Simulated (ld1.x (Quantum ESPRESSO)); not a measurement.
**Ne: variants of one ultrasoft potential**

Base potential:

- Element: neon
- Generator: ld1.x (Quantum ESPRESSO) 7.5
- Type: ultrasoft
- Functional: PBEsol
- Relativity: non-relativistic
- Frozen core: [He]
- Valence charge: 8
- Reference configuration: 2s2 2p5.5 (charge +0.5)
- Partial waves: 2s (bound): rcut 0.60, rcutus 0.80 bohr; 2s channel at -2.05 Ry: rcut 0.60, rcutus 0.80 bohr; 2p (bound): rcut 1.30, rcutus 1.65 bohr; 2p channel at 2.1 Ry: rcut 1.30, rcutus 1.65 bohr
- Local potential: all-electron potential smoothed inside 1.20 bohr (lloc = -1)
- Core correction: a·sin(br)/r model core inside 0.75 bohr
- Augmentation charge: PSQ, radius 0.70 bohr

All-electron outer shells of the reference configuration (PBEsol, non-relativistic, ld1.x):

```csv
shell,level (eV),outermost node (bohr),outermost maximum (bohr)
2s,-45.23,0.22,0.68
2p,-22.25,–,0.61
```

Cutoffs, loose and tight: the cutoffs (Ry, on a coarse ladder) from which the occupation-weighted sum of valence levels, in a spherical-Bessel basis at the reference potential, stays within 10 and 1 mRy of its value at 400 Ry. They do not see the model core or the augmentation charge, which bear on the density cutoff. Test errors are all-electron minus pseudo excitation energies from the reference, over the configurations 2s2 2p6; 2s2 2p5; 2s2 2p4; 2s2 2p3; 2s1 2p6; 2s2 2p2. A dash means not determined; rows that change the core or the reference have their own tests. The largest error is taken over the tests solved by every variant that gives reliable tests at all: 2s1 2p6; 2s2 2p4; 2s2 2p5; 2s2 2p6.

| change | outcome | cutoff, loose | cutoff, tight | bound ghosts | largest test error (meV) |
| --- | --- | --- | --- | --- | --- |
| base | generated | 40 Ry | 80 Ry | none | -42 |
| waves 2p (bound): rcut 1.28, rcutus 1.36 bohr; 2p channel at 2.1 Ry: rcut 1.28, rcutus 1.36 bohr | generated | 45 Ry | 90 Ry | none | test run stopped at test 1 of 6 (negative rho) |
| waves 2p (bound): rcut 1.30, rcutus 1.56 bohr; 2p channel at 2.1 Ry: rcut 1.30, rcutus 1.56 bohr | generated | 40 Ry | 80 Ry | none | test run stopped at test 1 of 6 (negative rho) |
| waves 2p (bound): rcut 1.30, rcutus 1.68 bohr; 2p channel at 2.1 Ry: rcut 1.30, rcutus 1.68 bohr | generated | 40 Ry | 80 Ry | none | -37 |
| waves 2p (bound): rcut 1.30, rcutus 1.90 bohr; 2p channel at 2.1 Ry: rcut 1.30, rcutus 1.90 bohr | generated | 40 Ry | 80 Ry | none | -47 |
| waves 2p (bound): rcut 1.30, rcutus 2.02 bohr; 2p channel at 2.1 Ry: rcut 1.30, rcutus 2.02 bohr | generated | 40 Ry | 80 Ry | none | -57 |
| waves 2p (bound): rcut 1.30, rcutus 2.14 bohr; 2p channel at 2.1 Ry: rcut 1.30, rcutus 2.14 bohr | generated | 40 Ry | 80 Ry | none | -74 |
| waves 2p (bound): rcut 1.30, rcutus 2.30 bohr; 2p channel at 2.1 Ry: rcut 1.30, rcutus 2.30 bohr | generated | 40 Ry | 80 Ry | none | -86 |
| waves 2p (bound): rcut 1.30, rcutus 2.48 bohr; 2p channel at 2.1 Ry: rcut 1.30, rcutus 2.48 bohr | generated | 40 Ry | 80 Ry | none | -102 |

Q: What comes out with this change to the base: waves 2p (bound): rcut 1.18, rcutus 1.26 bohr; 2p channel at 2.1 Ry: rcut 1.18, rcutus 1.26 bohr?

A: outcome: generated; cutoff, loose: 50 Ry; cutoff, tight: 90 Ry; bound ghosts: none; largest test error (meV): test run stopped at test 1 of 6 (negative rho).

Q: What comes out with this change to the base: waves 2p (bound): rcut 0.96, rcutus 1.02 bohr; 2p channel at 2.1 Ry: rcut 0.96, rcutus 1.02 bohr?

A: outcome: generated; cutoff, loose: 80 Ry; cutoff, tight: 140 Ry; bound ghosts: none; largest test error (meV): +11.

Reading the sweep of the p radius (base included, trends over the rows without a ghost): The loose cutoff falls from 80 Ry at 1.02 to 40 Ry at 2.48 bohr. A larger radius leaves more room for a smooth pseudo-wave, so fewer plane waves are needed; a smaller one forces it to follow the all-electron wave where it bends sharply. The median size of the test errors (rows with all tests solved) is not monotonic: lowest 7.2 meV at 1.02 bohr, highest 29.7 meV at 2.02 bohr.
